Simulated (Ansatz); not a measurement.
Ti₃B₃. Charge 0, multiplicity 4. Geometry r2SCAN-D4/def2-SVP; atoms count from 1.

Cartesian coordinates in Å:
```
Ti 0.721 -1.174 0.310
Ti -1.240 0.358 0.572
Ti 0.066 0.386 -1.746
B -0.996 -1.130 -0.844
B 0.625 0.526 1.593
B 0.825 1.034 0.115
```

The structure comes from a short search, and lower isomers may exist.

Estimate the Mulliken populations from the PBE0/def2-TZVP orbitals of Ansatz.


```tsv
atom	charge (e)	spin (α − β)	d electrons
Ti1	0.43	0.76	2.60
Ti2	0.43	0.77	2.60
Ti3	0.34	1.84	2.71
B4	-0.53	-0.39	–
B5	-0.31	0.28	–
B6	-0.37	-0.25	–
```
Mulliken values and Mayer orders depend strongly on the basis.

Where does the spin sit?

Summed by element: Ti 3.36, B -0.36, of 3 unpaired in all. Largest on single atoms: Ti3 1.84, Ti2 0.77, Ti1 0.76.

And the Mayer bond orders between bonded heavy atoms (over 0.3)?

Ti1–Ti2 1.09 (2.50 Å); Ti1–Ti3 0.92 (2.66 Å); Ti1–B4 1.14 (2.07 Å); Ti1–B5 0.99 (2.13 Å); Ti1–B6 0.66 (2.22 Å); Ti2–Ti3 0.92 (2.66 Å); Ti2–B4 1.13 (2.07 Å); Ti2–B5 0.99 (2.13 Å); Ti2–B6 0.65 (2.22 Å); Ti3–B4 1.05 (2.06 Å); Ti3–B6 0.94 (2.11 Å); B5–B6 1.22 (1.58 Å).
